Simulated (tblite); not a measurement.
Compound: C₈H₁₁ClO.
Numbering: `[CH2:1]=[CH:2][C@@:3]1([C:4](=[O:5])[Cl:6])[CH2:7][C:8]1([CH3:9])[CH3:10]` (hydrogens: H11, H12 on C1; H13 on C2; H14, H15 on C7; H16, H17, H18 on C9; H19, H20, H21 on C10)

Computed with GFN2-xTB (tblite), gas phase: L-BFGS steps from a force-field or distance-geometry start until the largest atomic force falls under 0.01 eV/Å.

Step 21: E = -852.0514 eV
```
atom  x, y, z in Å  |  force x, y, z in eV/Å
C1      2.7603    0.6741    0.0892   -0.036   0.087  -0.045
C2      1.4784    0.9069   -0.1228   -0.050  -0.033   0.057
C3      0.4974   -0.1759   -0.4176   -0.059  -0.001  -0.012
C4      0.6037   -0.8238   -1.7326   -0.008  -0.121   0.127
O5      0.1306   -1.8527   -2.1021    0.004   0.126   0.107
Cl6     1.6057    0.1060   -2.8680   -0.040   0.045  -0.075
C7      0.1255   -1.0697    0.7589   -0.070  -0.022   0.115
C8     -0.8960   -0.1149    0.2560    0.017   0.028  -0.241
C9     -1.2742    1.1466    1.0088    0.038  -0.099   0.033
C10    -2.0786   -0.7036   -0.4816    0.027   0.000   0.021
H11     3.4260    1.4803    0.3169    0.196   0.169   0.041
H12     3.2108   -0.2987    0.0168   -0.092  -0.139   0.020
H13     1.0952    1.9142   -0.0502   -0.039   0.016  -0.040
H14     0.6568   -0.8767    1.6807   -0.072   0.012  -0.022
H15    -0.0380   -2.1149    0.5418    0.071  -0.025   0.028
H16    -2.2741    1.0172    1.4243    0.075   0.033  -0.005
H17    -0.5976    1.3322    1.8381    0.108   0.106  -0.077
H18    -1.3043    2.0182    0.3475    0.072  -0.196   0.115
H19    -2.3584   -0.0712   -1.3240   -0.083  -0.051   0.079
H20    -2.9093   -0.7722    0.2186   -0.095   0.008  -0.124
H21    -1.8690   -1.7049   -0.8453    0.038   0.057  -0.104
```

Step 22: E = -852.0618 eV
```
atom  x, y, z in Å  |  force x, y, z in eV/Å
C1      2.7583    0.6802    0.0909    0.031   0.062  -0.018
C2      1.4763    0.9064   -0.1306   -0.025  -0.002   0.091
C3      0.4952   -0.1797   -0.4154    0.028  -0.006  -0.021
C4      0.5999   -0.8377   -1.7257    0.154  -0.058   0.072
O5      0.1617   -1.8838   -2.0859   -0.080   0.102   0.138
Cl6     1.5757    0.1075   -2.8789   -0.069   0.047  -0.037
C7      0.1228   -1.0741    0.7609   -0.107  -0.003   0.051
C8     -0.8939   -0.1147    0.2561    0.023   0.038  -0.245
C9     -1.2687    1.1431    1.0119    0.032  -0.073   0.068
C10    -2.0747   -0.6883   -0.4882   -0.075  -0.069  -0.029
H11     3.4247    1.4912    0.3149    0.108   0.089   0.011
H12     3.2119   -0.2953    0.0379   -0.126  -0.059   0.004
H13     1.0911    1.9144   -0.0651   -0.032  -0.011  -0.065
H14     0.6418   -0.8880    1.6884   -0.010   0.046   0.015
H15    -0.0354   -2.1169    0.5353    0.035  -0.072   0.031
H16    -2.2579    1.0013    1.4453    0.022   0.051   0.001
H17    -0.5831    1.3375    1.8303    0.147   0.107  -0.053
H18    -1.3173    2.0135    0.3509    0.064  -0.187   0.103
H19    -2.3626   -0.0482   -1.3212   -0.046  -0.011   0.068
H20    -2.9051   -0.7683    0.2090   -0.137   0.004  -0.071
H21    -1.8697   -1.6835   -0.8674    0.062   0.004  -0.113
```

Question: Estimate the geometry and energy of step 23. (The exact step hangs on the optimiser's Hessian estimate; all steps are aligned on step 22, rigid shifts and turns removed.)

Answer: E = -852.0719 eV, largest force 0.250 eV/Å
```
atom  x, y, z in Å  |  force x, y, z in eV/Å
C1      2.7573    0.6876    0.0926    0.086   0.029   0.019
C2      1.4746    0.9054   -0.1369    0.015   0.042   0.104
C3      0.4941   -0.1840   -0.4135    0.123  -0.019  -0.001
C4      0.5998   -0.8533   -1.7175    0.249  -0.020  -0.010
O5      0.1928   -1.9152   -2.0660   -0.107   0.128   0.159
Cl6     1.5435    0.1103   -2.8910   -0.103   0.018   0.012
C7      0.1178   -1.0787    0.7632   -0.106   0.010  -0.031
C8     -0.8915   -0.1135    0.2523    0.005   0.011  -0.146
C9     -1.2626    1.1381    1.0166    0.033  -0.040   0.082
C10    -2.0725   -0.6738   -0.4954   -0.151  -0.112  -0.081
H11     3.4250    1.5040    0.3135    0.003  -0.021  -0.028
H12     3.2113   -0.2923    0.0597   -0.152   0.046  -0.010
H13     1.0864    1.9141   -0.0828   -0.023  -0.038  -0.080
H14     0.6282   -0.8991    1.6952    0.019   0.075   0.036
H15    -0.0340   -2.1203    0.5294    0.003  -0.086   0.038
H16    -2.2417    0.9855    1.4671   -0.005   0.053   0.014
H17    -0.5659    1.3453    1.8216    0.164   0.077  -0.039
H18    -1.3307    2.0057    0.3568    0.048  -0.132   0.062
H19    -2.3677   -0.0240   -1.3170   -0.020   0.032   0.032
H20    -2.9037   -0.7638    0.1979   -0.149  -0.013  -0.021
H21    -1.8695   -1.6614   -0.8925    0.069  -0.039  -0.111
```

The energy changes by -0.0100 eV. The first-order estimate −F·Δx gives -0.0135 eV and the mean of the old and new forces, exact on a quadratic surface, -0.0099 eV. The step makes an angle of 77° with the force vector and moves no atom by more than 0.049 Å.
